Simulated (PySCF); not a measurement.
CHCl, SMILES [CH]Cl (connectivity only; charge and spin as stated), neutral, multiplicity 1. Coordinates come from a PBE0-D3(BJ)/def2-TZVPD optimisation. The isomer is the one that the SMILES or the coordinates give; other isomers of the formula were not compared.

TDDFT-LC-ωPBE/def2-TZVPD (PySCF) puts the lowest singlet excitations at 1.64, 5.58, 6.26, 6.97, 7.26, 7.40 eV and the lowest triplet (TDA) at 0.24 eV.

Q: What are the lowest singlet roots from EOM-CCSD/aug-cc-pVDZ (PySCF)? (The exact figures need the calculation; the answer reports its results.)

A: 2.02, 5.70, 6.12, 6.52, 6.81, 7.53 eV; triplets 0.52, 5.10, 5.43 eV. S1 differs by 0.38 eV (second minus first; roots are paired by order, and the bases may differ).
